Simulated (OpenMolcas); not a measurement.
Sm3+ among 7 point charges of -2 e arranged as a pentagonal bipyramid (D5h), 3.06 Å from the ion, with the axial distance 3.458 Å.
```
   3.0600    0.0000    0.0000  -2.00
   0.9456    2.9102    0.0000  -2.00
  -2.4756    1.7986    0.0000  -2.00
  -2.4756   -1.7986    0.0000  -2.00
   0.9456   -2.9102    0.0000  -2.00
   0.0000    0.0000    3.4578  -2.00
   0.0000    0.0000   -3.4578  -2.00
```

```
Program             : OpenMolcas
Method              : CASSCF
Basis               : ANO-RCC-VDZP [7s6p4d2f1g]
Scalar Hamiltonian  : DKH2, point nucleus
Active space        : 5 electrons in 7 orbitals (4f)
State averaging     : 2S+1 = 6 odd, 21 roots; 2S+1 = 4 odd, 128 roots kept (CI in the orbitals of an earlier block, 108 in the spin-orbit step); 2S+1 = 2 odd, 128 roots kept (CI in the orbitals of an earlier block, 40 in the spin-orbit step)
Spin-orbit coupling : state interaction with AMFI integrals over the reference wave functions
```

Problem. What is the spin-free ground state?

Solution. A state of multiplicity 6, 2-fold in its orbital part, 100 % from free-ion H terms; it has the highest spin that f5 allows.

Problem. Where is the first state of the same spin?

Solution. A 2-fold state lies at 199 cm-1 above the ground state.

Problem. What are the lowest two levels with spin-orbit coupling?

Solution. A 2-fold level with g = 0.00, 0.00, 0.97, then a 2-fold level 329.0 cm-1 above it. Their leading multiplicities are 6 (97 %) and 6 (97 %).

Problem. What is χT at 300 K, and how does it compare with the textbook value?

Solution. Hund's rules give f5 the level 6H5/2 with g = 0.286, so an isolated free-ion multiplet has χT = g² J(J+1) / 8 = 0.089 cm3 K/mol. The computed 0.298 at 300 K differs by +234 %, through the field's splitting, the mixing of terms and any other multiplet in reach.

High states are left out of the spin-orbit mixing, which shifts the levels that they would mix with. This is an electrostatic model: the charges have no orbitals. An unlabelled pair can be two single states that coincide in this model. A group larger than the point group allows holds several states that coincide in this model. The first state left out of the spin-orbit step lies near 39000 cm-1 above the lowest spin-free state of the reference (among the parities and spins computed), and the lists stop at four fifths of that energy or lower. No measured value stands beside these numbers.
